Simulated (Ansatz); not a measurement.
Consider the redistribution: `[CH3][AlH][I]` + `N[SiH2]CF` → `F[CH2][AlH][I]` + `C[SiH2]N`.

Gas-phase electronic energies from Ansatz, PBE0-D4/def2-TZVP geometries. CBS: MP2 limit from def2 TZ/QZ plus the TZ coupled-cluster correction, frozen cores. DFT in def2-TZVPP. B3LYP here is the variant with VWN-RPA as its local correlation; programs differ in this. Elements past krypton have def2 core potentials. For I outer-core shells are correlated without core-valence functions, which leaves a few kJ/mol of doubt a bond. Each species was taken in one conformer, which may not be the lowest.

```
level  ΔE (kJ/mol)
 PBE0         11.2
B3LYP         11.0
```

**Question.** What does CCSD(T)/CBS give? (An estimate is asked.)

**Answer.** The calculation gave: +11.4 kJ/mol. The listed levels differ from it by -0.2, -0.4 kJ/mol.

Largest T1 diagnostic among the species: 0.011.

At CCSD(T), def2-SVP lies +3.0 kJ/mol from the extrapolated value and def2-TZVPP +0.9 kJ/mol. Leaving LDA and LC-ωPBE aside and taking each functional with its dispersion term where it has one, the values, not all of them listed here, spread over 2.4 kJ/mol, from revPBE-D4 to r2SCAN0-D4.
